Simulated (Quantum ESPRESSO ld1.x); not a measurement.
Results of a calculation; reference values are marked as such.
One sound ld1.x (Quantum ESPRESSO 7.5) input for the samarium ion Sm+ gives E = -10420.021 hartree in 28 iterations:

```
 &input
    zed=62.0,
    iswitch=1,
    rel=1,
    lsd=1,
    dft='SLA-VWN',
    config='[Xe] 4f6 6s1',
    verbosity='high',
    prefix='ld1',
    max_out_wfc=37,
    file_charge='ld1.rho',
 /
```

Changed or added lines, one case at a time, and what came of them:

- beta=0.001: not converged. So little new potential is mixed in that the limit of 200 iterations comes first; the energy is off by +1.544 hartree.
- dft='M06L': refused. The program stops in ld1_setup with "meta-GGA not implemented for LSDA": ld1.x has meta-GGAs only without spin and for rel = 0 or 1.
- dft='HF': refused. The program stops in ld1_setup with "HF not implemented yet": ld1.x has no Hartree-Fock; KLI and OEP are its exact-exchange options.
- config='[Cd] 4f6 6s1': refused. The program stops in el_config with "wrong core: Cd": the cores known are He, Ne, Ar, Kr, Xe, Hg and Rn.
- config='[Xe] 4f6 6s': refused. The program stops in el_config with "no occupancy field?": each term needs its occupation.
- atom='Sm': harmless. atom and zed name the same element, and the result equals that of the sound run.
- dft='SCANN': refused. The program stops in set_dft_from_name with "libxc needed for this functional": the name is not a functional that the program knows.
